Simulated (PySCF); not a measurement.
Polarisability and C₆ of Bi²⁺ (bismuth, charge +2)

[Xe] 4f14 5d10 6s2 6p1, 2P determinant. Computed with PySCF 2.14 in aug-cc-pVQZ-DK3 (10s9p7d4f2g, 118 functions), with the spin-free X2C one-electron Hamiltonian (Gaussian nucleus). Coupled (time-dependent) response in atomic units; α is the mean over directions.

```tsv
method	mean α (bohr³)	α xx, yy, zz	C₆ (like pair)	S(−4)
UHF	16.94	16.19, 18.42, 16.19	124.2	72.05
```

S(−4) is the Cauchy moment in α(ω) = α(0) + S(−4) ω² + …

Spin-orbit coupling is absent.

α(iu) at UHF:

```csv
u (hartree),α(iu) (bohr³)
0,16.94
0.0500,16.76
0.100,16.25
0.200,14.55
0.300,12.52
0.500,9.011
0.750,6.270
1.00,4.684
1.50,3.011
2.00,2.145
3.00,1.258
5.00,0.5739
```

For an ion, C₆ is the dispersion term alone; charge-induced terms of lower order in 1/R come first.

The components differ because the open shell of this determinant is not spherical; for a pure term their mean is the scalar polarisability.

Spin-orbit coupling, absent here, splits the open shell strongly.
